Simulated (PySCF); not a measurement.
## How methods differ on the excitation energy of He+

He+ 1s1 (2S) → He+ 2p1 (2P), as a difference of total energies. Computed with PySCF 2.14 in aug-cc-pVQZ, with no relativity, point nucleus. The calculations carry no spin-orbit coupling.

```csv
method,excitation energy (eV),error (eV)
UHF,41.006,+0.192
LDA,39.233,-1.581
PBE,40.110,-0.704
PBE0,40.331,-0.483
r2SCAN,40.483,-0.331
r2SCAN0,40.615,-0.199
M06,40.279,-0.535
B3LYP,40.266,-0.548
```

Reference: 40.814 eV (measured; NIST levels, between the centres of gravity of the two terms).
